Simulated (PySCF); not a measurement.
# Computed properties of Ge(H)2(Cl)(vinyl) (C₂H₅ClGe), SMILES [CH](=C)[GeH2][Cl]

C2H5ClGe, SMILES C=[CH][GeH2][Cl]. Geometry: r2SCAN-D4/def2-SVP. The structure was generated by enumeration, and PubChem lists no compound with its InChIKey, so it may never have been made. The values are those of a single conformer. All values are computed for the isolated molecule unless a solvent is named; none is compared with measurement here.

**Structure.** The optimised structure has Cs symmetry. All 21 harmonic modes at r2SCAN-D4/def2-SVP (PySCF) are real, so it is a minimum. With heavy atoms numbered as in [GeH2:1]([Cl:2])[CH:3]=[CH2:4], the shortest bond between them is C3–C4 at 1.338 Å and the longest Ge1–Cl2 at 2.175 Å.

**Vibrations.** The strongest infrared lines (harmonic, unscaled, degenerate partners summed) lie at 770 cm⁻¹ (138 km/mol, H 95 %), 2157 cm⁻¹ (120 km/mol, H 98 %), 2155 cm⁻¹ (109 km/mol, H 99 %). The softest mode is at 98 cm⁻¹ and the zero-point energy is 37.2 kcal/mol.

**Electronic structure.** HF/def2-TZVP (PySCF) places the frontier levels at -10.61 and 3.10 eV, a gap of 13.71 eV, and gives a dipole moment of 2.41 D and a mean polarisability of 61.9 bohr³. PBE/def2-TZVP (PySCF) at the same geometry gives -7.04 and -1.65 eV, so its gap is 8.32 eV narrower. An orbital gap is neither the optical nor the fundamental gap.

**Excitations.** TDA-PBE0/def2-SVPD (PySCF) has S1 at 6.61 eV (188 nm, f = 0.007, weak); the most intense of the 10 singlets computed lies at 7.67 eV (f = 0.33). T1 (TDA) is at 4.20 eV, 2.41 eV under S1. TDA-PBE/def2-SVPD (PySCF) puts S1 at 5.71 eV. No vertical singlet excitation falls in the visible range (under 3.1 eV).

**NMR.** GIAO shifts at B3LYP/pcSseg-1 (PySCF) (non-relativistic, atoms alike by connectivity averaged): ¹³C from 141.6 to 147.7 ppm against TMS; ¹H from 5.7 to 6.8 ppm against TMS. Without spin–orbit terms, shifts of atoms bonded to Cl or Br come out too high.
